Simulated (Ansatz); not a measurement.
Ansatz (a program for electronic structure) input (B3LYP/def2-TZVPD):

Ansatz 0.2 input:
```yaml
crystal:
  periodic: [false, false, false]
  atoms:
    - {symbol: Y, position_ang: [0.52102834, 0.25080810, -0.19790291]}
    - {symbol: O, position_ang: [-0.75254860, 1.51292989, -1.07369032]}
    - {symbol: Cl, position_ang: [-0.84115979, -1.28735028, 0.95927860]}
basis:
  gaussian:
    orbitals: def2-TZVPD
hamiltonian:
  xc: {name: B3LYP}
total_charge: 1
magnetization: {spin_polarized: true, initial_magnetization: 1}
output: {forces: true}
```

Output:

```
Functional definition: B3LYP
integrals: 0.05 GiB planned
847 factors; their error is unknown
mean field: 0.55 GiB planned
mean field evaluation 1: about -15575.1065 eV, gradient 8.7e1 eV
mean field evaluation 2: about -15209.5904 eV, gradient 1.6e2 eV
mean field evaluation 4: about -15604.3104 eV, gradient 3.0e1 eV
mean field evaluation 8: about -15608.5166 eV, gradient 5.6e-1 eV
mean field evaluation 16: about -15608.5600 eV, gradient 9.1e-3 eV
mean field evaluation 32: about -15575.1065 eV, gradient 8.7e1 eV
mean field evaluation 64: about -15608.5600 eV, gradient 9.7e-6 eV
mean field -15608.55999565 eV, -573.6039999783 hartree, gradient 9.7e-6 eV, S^2 0.756333; 5 other end points of the search recorded, 0 dependent functions left out
the calculation of the forces begins
reference -15608.56025273 eV, -573.6040094258 hartree; 18, 17 occupied and 108, 109 virtual orbitals, 847 factors
Total energy: -15608.56025273 eV, -573.6040094258 hartree
Atom 0 at     0.521028     0.250808    -0.197903 Å, force     0.046927    -0.021241     0.013953 eV/Å
Atom 1 at    -0.752549     1.512930    -1.073690 Å, force    -0.034549     0.049345    -0.034710 eV/Å
Atom 2 at    -0.841160    -1.287350     0.959279 Å, force    -0.012378    -0.028104     0.020757 eV/Å
Dipole moment:     1.482154     0.189763    -0.183278 e Å
```

The spin state was set by rule; other spins were not relaxed.
